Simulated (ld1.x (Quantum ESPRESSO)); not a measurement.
**What the settings do to the ultrasoft potential of Ti**

Base potential:

Ti (Z = 22), ultrasoft, made with ld1.x (Quantum ESPRESSO) 7.5 (PBE, scalar-relativistic). Core [Ne] 3s2, reference 3p6 3d2 4s1.75 4p0.25. Waves: 4s (bound): rcut 2.50, rcutus 2.75 bohr; 4s channel at 0.1 Ry: rcut 2.50, rcutus 2.75 bohr; 3p (bound): rcut 1.50, rcutus 1.60 bohr; 4p (bound): rcut 1.50, rcutus 1.60 bohr; 3d (bound): rcut 1.30, rcutus 1.40 bohr; 3d channel at 0.95 Ry: rcut 1.30, rcutus 1.40 bohr. Local part: all-electron potential smoothed inside 2.70 bohr (lloc = -1). Core correction: Bessel-smoothed model core inside 1.40 bohr. Augmentation charge: PSQ, inside the norm-conserving radii.

Cutoffs, loose and tight: the cutoffs (Ry, on a coarse ladder) from which the occupation-weighted sum of valence levels, in a spherical-Bessel basis at the reference potential, stays within 10 and 1 mRy of its value at 400 Ry. They do not see the model core or the augmentation charge, which bear on the density cutoff. Test errors are all-electron minus pseudo excitation energies from the reference, over the configurations 3p6 3d2 4s2 4p0; 3p6 3d2 4s1 4p0; 3p6 3d2 4s0 4p0; 3p6 3d2 4s0 4p2; 3p6 3d2 4s1.5 4p0; 3p6 3d2.5 4s1.5 4p0; 3p6 3d1 4s2 4p1. A dash means not determined; rows that change the core or the reference have their own tests. The largest error is taken over the tests solved by every variant that gives reliable tests at all: 3p6 3d1 4s2 4p1; 3p6 3d2 4s0 4p0; 3p6 3d2 4s0 4p2; 3p6 3d2 4s1 4p0; 3p6 3d2 4s1.5 4p0; 3p6 3d2 4s2 4p0.

A true bound ghost makes a file unfit for plane-wave use even where its test errors are small: the radial tests pick states by their node count and pass the ghost by.

Cutoffs are not given where the Bessel-basis levels miss the radial ones by over 6 mRy, ghosts where they miss by over 20 mRy; a channel whose overlap is not positive is not tested.

A file whose overlap is not positive is unfit for use, and its test errors describe a broken file.

| change | outcome | cutoff, loose | cutoff, tight | bound ghosts | largest test error (meV) |
| --- | --- | --- | --- | --- | --- |
| base | generated | 50 Ry | 80 Ry | none | -139 |
| wave 4s channel at 0.1 Ry: rcut 2.50, rcutus 2.75 bohr becomes 4s channel at 3.94 Ry: rcut 2.50, rcutus 2.75 bohr | generated | 50 Ry | 80 Ry | none | -132 |
| core correction Bessel-smoothed model core inside 0.78 bohr | generated | 50 Ry | 80 Ry | none | -144 |
| waves 3p (bound): rcut 1.04, rcutus 1.10 bohr; 4p (bound): rcut 1.04, rcutus 1.10 bohr | generated | 70 Ry | 120 Ry | none | -86 |
| waves 3d (bound): rcut 1.02, rcutus 1.08 bohr; 3d channel at 0.95 Ry: rcut 1.02, rcutus 1.08 bohr | generated | 80 Ry | 120 Ry | none | -116 |
| local potential all-electron potential smoothed inside 1.10 bohr (lloc = -1) | generated, overlap not positive | – | – | s (p not tested, overlap not positive) | -143 |
| waves 4s (bound): rcut 2.50, rcutus 3.42 bohr; 4s channel at 0.1 Ry: rcut 2.50, rcutus 3.42 bohr | generated | 50 Ry | 80 Ry | none | -107 |
